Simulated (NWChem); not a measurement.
# A calculation on F$_{4}$Sn

```xyz
5

F      0.0000    -1.5745     1.1134
Sn     0.0000     0.0000     0.0000
F      0.0000     1.5745     1.1134
F      1.5745     0.0000    -1.1134
F     -1.5745     0.0000    -1.1134
```
Charge 0, spin multiplicity 1.

All runs are NWChem calculations. All single points use one geometry, from PBE/def2-SVP with def2 effective core potentials on Sn, a minimum by its harmonic frequencies.

Symmetry labels belong to the abelian group C2v used in the runs, with the axes of the coordinates shown; states degenerate in a higher group split over its labels.

Effective core potentials replace the inner electrons of Sn; spin-orbit coupling is left out. The structure started from a generated list of species.

List the lowest 3 singlet excitations that TD-PBE/def2-SVP with def2 effective core potentials on Sn gives, with oscillator strengths.


```csv
state,symmetry,energy (eV),wavelength (nm),f
1,b2,4.94,251,0.000
2,a2,4.94,251,0.000
3,b1,4.94,251,0.000
```
